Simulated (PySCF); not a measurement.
C₅H₁₁NOS.
Structure used (GFN2-xTB), in Å, numbered top down from 1:
```xyz
19
C5H11NOS angstrom
C      2.8911   -0.0621   -0.5014
C      1.5015    0.4283   -0.1455
S      0.3581   -1.0326   -0.1084
O      0.7588   -1.8169    1.0579
C     -1.1693   -0.0692    0.4710
C     -2.2248   -1.1222    0.7642
C     -1.5554    0.8711   -0.6087
N     -1.4907    2.1254   -0.6141
H      3.1987   -0.8314    0.2041
H      3.6099    0.7539   -0.4606
H      2.9023   -0.4851   -1.5038
H      1.1118    1.1219   -0.8879
H      1.4891    0.8836    0.8435
H     -0.8723    0.4516    1.3855
H     -1.8068   -1.8739    1.4312
H     -3.0940   -0.6735    1.2417
H     -2.5439   -1.6101   -0.1545
H     -1.9251    0.4057   -1.5193
H     -1.1490    2.5447    0.2512
```

PySCF, density fitting, gas phase, GFN2-xTB geometry. The standard run uses grid level 2 after a coarse-grid start, the def2-universal JK fitting basis (with tight functions added where the orbital basis needs them), an energy threshold of 1e-9 Eh and DIIS. The changed runs have no coarse-grid stage.

**Question.** Standard PBE0/pcSseg-1: E = -724.673142 Eh, HOMO -6.787 eV, LUMO -0.829 eV, dipole 1.250 D, 15 cycles (coarse-grid cycles included). What changes at PBE0/pcSseg-1 with: grid level 1?

**Answer.** E = -724.673031 Eh (+0.111 mEh), HOMO -6.787 eV (0.000), LUMO -0.829 eV (0.000), dipole 1.250 D (0.000), 11 SCF cycles. Of the changed settings only the grid enters the energy expression; the total energy moves by 0.07 kcal/mol.

The cycles:
```
cycle   1  E = -724.4912526579  dE =  1.166e+00  |g| = 9.502e-01  |ddm| = 3.938e+00
cycle   2  E = -723.6410045195  dE =  8.502e-01  |g| = 2.221e+00  |ddm| = 3.737e+00
cycle   3  E = -724.6540732204  dE = -1.013e+00  |g| = 2.734e-01  |ddm| = 3.158e+00
cycle   4  E = -724.6694359305  dE = -1.536e-02  |g| = 1.254e-01  |ddm| = 4.113e-01
cycle   5  E = -724.6725618149  dE = -3.126e-03  |g| = 4.495e-02  |ddm| = 1.378e-01
cycle   6  E = -724.6729983118  dE = -4.365e-04  |g| = 1.190e-02  |ddm| = 4.396e-02
cycle   7  E = -724.6730286083  dE = -3.030e-05  |g| = 3.308e-03  |ddm| = 1.249e-02
cycle   8  E = -724.6730312538  dE = -2.645e-06  |g| = 5.236e-04  |ddm| = 4.584e-03
cycle   9  E = -724.6730313133  dE = -5.947e-08  |g| = 2.053e-04  |ddm| = 6.132e-04
cycle  10  E = -724.6730313225  dE = -9.222e-09  |g| = 5.913e-05  |ddm| = 2.401e-04
cycle  11  E = -724.6730313233  dE = -7.717e-10  |g| = 1.941e-05  |ddm| = 7.537e-05
```
